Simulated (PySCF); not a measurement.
This PySCF input asks for the NMR shieldings of `CC(C)(CS)[SiH](F)F`, C4H10F2SSi; the geometry comes from GFN2-xTB.

```python
import basis_set_exchange as bse
import numpy as np
from pyscf import gto, dft
from pyscf.prop import nmr

atoms = """
C    -0.624582   -0.321130   -1.462544
C    -0.253074    0.017592   -0.014989
C    -1.527916    0.439563    0.732885
C     0.268202   -1.244942    0.687741
S     1.704717   -2.047936   -0.106203
Si    1.010712    1.451916    0.039168
F     2.206537    1.259340   -1.006512
F     1.806304    1.405245    1.430510
H    -1.022833    0.552365   -1.973715
H     0.245589   -0.673099   -2.011363
H    -1.380205   -1.105382   -1.482094
H    -1.313084    0.667791    1.774971
H    -2.263006   -0.363390    0.703716
H    -1.969945    1.320119    0.272494
H    -0.503057   -2.017505    0.678732
H     0.538295   -1.033861    1.722823
H     2.583763   -1.081613    0.146277
H     0.484825    2.781247   -0.143552
"""
names = dict.fromkeys(["C", "S", "Si", "F", "H"], "pcSseg-1")
basis = {el: gto.basis.parse(bse.get_basis(n, elements=[el], fmt="nwchem")) for el, n in names.items()}
mol = gto.M(atom=atoms, basis=basis, charge=0, verbose=0)
mf = dft.RKS(mol, xc="PBE0")
mf.grids.level = 2
mf.grids.alignment = dft.numint.BLKSIZE   # the property module wants whole blocks of grid points
mf.conv_tol = 1e-9
mf.kernel()

calc = nmr.RKS(mf)   # GIAO
C = mf.mo_coeff
Co = C[:, mf.mo_occ > 0]
resp = mf.gen_response(singlet=True, hermi=2)
def vind(x):   # induced exchange potential for any number of trial vectors
    d = np.einsum("pi,xij,qj->xpq", C, 2 * x.reshape(-1, C.shape[1], Co.shape[1]), Co, optimize=True)
    return np.einsum("xpq,pi,qj->xij", resp(d - d.transpose(0, 2, 1)), C, Co, optimize=True).ravel()
mo1, _ = nmr.rhf.solve_mo1(calc, with_cphf=vind)
sigma = calc.kernel(mo1)
for i, s in enumerate(sigma):   # ppm
    print("%2d %-2s %9.2f" % (i, mol.atom_pure_symbol(i), np.trace(s) / 3))
```

**Question.** What does it print?

**Answer.** 
```
 0 C     164.26
 1 C     154.15
 2 C     161.56
 3 C     145.82
 4 S     605.04
 5 Si    353.09
 6 F     320.97
 7 F     337.02
 8 H      30.84
 9 H      29.06
10 H      31.30
11 H      30.64
12 H      31.02
13 H      30.64
14 H      30.10
15 H      28.40
16 H      29.86
17 H      26.96
```

These numbers come from an equivalent density-fitted implementation of the same equations, which agrees with the script to about 0.01 ppm for H and up to a few tenths of a ppm for heavy atoms, so last digits may differ.

**Question.** Turn these shieldings into chemical shifts. δ = σ(ref) − σ, references computed at the same level: ¹³C (σ = 186.93 ppm), ²⁹Si (σ = 349.16 ppm), ¹H (σ = 31.72 ppm) vs TMS; CS2 for ³³S (σ = 503.73 ppm); ¹⁹F (σ = 170.95 ppm) vs CFCl3.

**Answer.** Averaging equivalent atoms: C 3: 41.1; C 1: 32.8; C 0/2: 24.0; S 4: -101; Si 5: -3.9; F 6/7: -158.0; H 17: 4.75; H 14/15: 2.47; H 16: 1.85; H 8/9/10/11/12/13: 1.13 ppm. Unscaled 19F shifts against computed CFCl3 carry errors that often reach 10 to 50 ppm.

Size and cost of the density-fitted run: 200 basis functions, 55 s wall time on 1 thread of an Arm Neoverse N1, shared host; peak memory 0.91 GiB.
